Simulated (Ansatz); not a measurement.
Program: Ansatz. Geometries: PBE0-D4/def2-TZVP. ΔE: electronic, gas phase. CBS: MP2 limit from def2 TZ/QZ plus the TZ coupled-cluster correction, frozen cores. This one scheme is used for every species. DFT in def2-TZVPP. B3LYP here is the variant with VWN-RPA as its local correlation; programs differ in this. One conformer a species, not always the lowest.

`CC(N)O[SiH3]` → `CC(N)O` + `[SiH2]`  (silylene loss)

`CC(N)O[SiH3]`:

Cartesian coordinates in Å:
```
C 0.371 1.211 -0.939
C 0.306 -0.255 -0.572
N 0.034 -1.046 -1.724
O -0.693 -0.455 0.440
Si -0.442 -0.244 2.048
H -0.590 1.534 -1.346
H 1.146 1.378 -1.688
H 0.590 1.824 -0.062
H 1.271 -0.584 -0.164
H -0.846 -0.769 -2.143
H -0.032 -2.026 -1.480
H 0.810 -0.935 2.469
H -1.613 -0.827 2.745
H -0.313 1.193 2.418
```

`CC(N)O`:

Z-matrix (Å, degrees):
```
C
C 1 1.510
H 1 1.090 2 110.4
H 1 1.090 2 110.2 3 121.1
H 1 1.093 2 109.7 3 -119.0
N 2 1.435 1 110.4 3 -179.5
O 2 1.426 1 106.0 3 55.8
H 2 1.098 1 109.8 3 -61.9
H 6 1.012 2 112.1 1 175.4
H 6 1.013 2 110.5 1 -63.8
H 7 0.961 2 108.3 1 -175.5
```

`[SiH2]`:

Z-matrix (Å, degrees):
```
Si
H 1 1.525
H 1 1.525 2 91.2
```

CCSD(T)/CBS gives +322.8 kJ/mol.

Problem. Another level gave +321.7 kJ/mol. Which?
A. PBE/def2-TZVPP
B. r2SCAN/def2-TZVPP
C. B3LYP-D4/def2-TZVPP
D. BHLYP-D4/def2-TZVPP

Solution. C. B3LYP-D4 321.7, BHLYP-D4 335.5, PBE 307.6, r2SCAN 340.1 kJ/mol.

Largest T1 diagnostic among the species: 0.014.

From BLYP to BHLYP (50 % exact exchange), in def2-TZVPP and without D4, ΔE moves by +32.0 kJ/mol. The D4 term adds +14.3 kJ/mol with B3LYP and +8.0 kJ/mol with PBE0; it sums over pairs of atoms, weighted by their polarisabilities, and B3LYP, whose exchange is more repulsive, gets the larger term. Leaving LDA and LC-ωPBE aside and taking each functional with its dispersion term where it has one, the values, not all of them listed here, spread over 34.1 kJ/mol, from BLYP-D4 to r2SCAN0-D4. LDA lies +36.3 kJ/mol from PBE without D4.

CCSD(T)/CBS has its own doubt, a few kJ/mol and more with outer-core shells, so smaller differences from it don't rank the levels.
